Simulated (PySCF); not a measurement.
## NMR data sheet: C8H8

* Formula: C8H8
* SMILES: C#CC(=C)[C@@H]1[C@@H]2C[C@@H]21
* Point group of the computed structure: C1
* Degrees of unsaturation: 5
* Carbon signals: 7
* Proton signals: 7

Numbering as in the mapped SMILES `[CH:1]#[C:2][C:3](=[CH2:4])[C@@H:5]1[C@@H:6]2[CH2:7][C@H:8]12` (H(Xn): hydrogen on atom n). Ha(C4) is cis to C2; Ha(C7) is cis to C5 on the ring; Hb(C4) is trans to C2; Hb(C7) is trans to C5 on the ring.

PySCF 2.14 calculation with GFN2-xTB structure and shielding tensors at PBE0/pcSseg-1 (GIAO); in vacuum, a single conformation, equivalent nuclei averaged, relativity neglected.

Shifts are taken against calculated references (same method and geometry level): $^{1}$H and $^{13}$C vs TMS.

| carbon | δC, type | δH (multiplicity) | HMBC from (2–3 bonds) | span of the C tensor (ppm) |
| --- | --- | --- | --- | --- |
| C1 | 86.8, CH | 2.58 (s) | – | 168 |
| C2 | 89.2, C | – | Ha(C4), Hb(C4), H(C5), H(C1) | 307 |
| C3 | 130.4, C | – | Ha(C4), Hb(C4), H(C5), H(C1), H(C6)/H(C8) | 211 |
| C4 | 134.1, CH2 | Ha(C4) 5.97 (br s); Hb(C4) 5.65 (br s) | H(C5) | 226 |
| C5 | 51.4, CH | 2.79 (m) | Ha(C4), Hb(C4), H(C6)/H(C8), Hb(C7), Ha(C7) | 33 |
| C6/C8 | 6.9, CH | 2.01 (m) | H(C5), H(C6)/H(C8), Hb(C7), Ha(C7) | 57 |
| C7 | 27.7, CH2 | Hb(C7) 1.34 (m); Ha(C7) 0.96 (m) | H(C5), H(C6)/H(C8) | 39 |

Carbon types of the structure: 2 × C, 4 × CH, 2 × CH2, which accounts for all hydrogens. δC 134.1: terminal =CH2 carbon; as expected for a trigonal carbon in a double bond. δC 130.4: fully substituted alkene carbon; as expected for a trigonal carbon in a double bond. δC 89.2: alkyne carbon; the triple bond shields along its axis, which puts it between sp3 and sp2 carbons. δC 86.8: terminal alkyne carbon; the triple bond shields along its axis, which puts it between sp3 and sp2 carbons. δH 5.97, 5.65: hydrogen on a terminal =CH2 carbon; olefinic region.

Shifts are as computed. Against solution values, carbons near 30 ppm lie about +3 ppm off and those near 130 ppm about +5 ppm. Of 1211 compounds with measured shifts, 218 miss one by over three times the rms of a fit or turn the order of signals round; such compounds aren't used in these exercises. No couplings were computed; multiplicities are counted from neighbouring protons, with m where these are inequivalent, close in shift, in a saturated or five-membered ring or joined by F or P, and br s for small geminal =CH2 splittings.
